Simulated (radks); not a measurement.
These are the eigenvalues of the occupied orbitals of an atom or ion with whole-number occupations (eV). Method: non-relativistic Kohn-Sham, BLYP, spin-polarised, spherical densities, point nucleus; computed with a radial shooting solver on a logarithmic mesh with Libxc functionals.

orbital  eigenvalue
1s up     -39722.03
1s down   -39722.02
2s up     -6217.923
2s down   -6217.905
2p up     -5888.648
2p down   -5888.633
3s up     -1357.749
3s down   -1357.037
3p up     -1214.604
3p down   -1213.946
3d up     -947.8172
3d down   -947.3304
4s up     -285.9330
4s down   -284.2457
4p up     -232.0758
4p down   -230.3911
4d up     -137.3282
4d down   -135.6564
5s up      -54.6450
5s down    -53.7831
5p up      -39.6684
5p down    -38.9689
4f up      -26.7335
6p up      -11.8908

Which element is it, and in what charge state? The configuration may be excited. Open shells, if any, are filled with parallel spins first.

Answer. Z = 59, praseodymium, charge +2: Pr2+ in [Xe] 4f2 6p1. The list shows which subshells hold electrons but not how many an open one holds; the 1s level, -1459.8 hartree, gives Z - s = 54.0 by -(Z - s)^2/2, which with screening narrows Z to a few neighbours, and the depths of the outer levels then fix element, charge and occupations together.
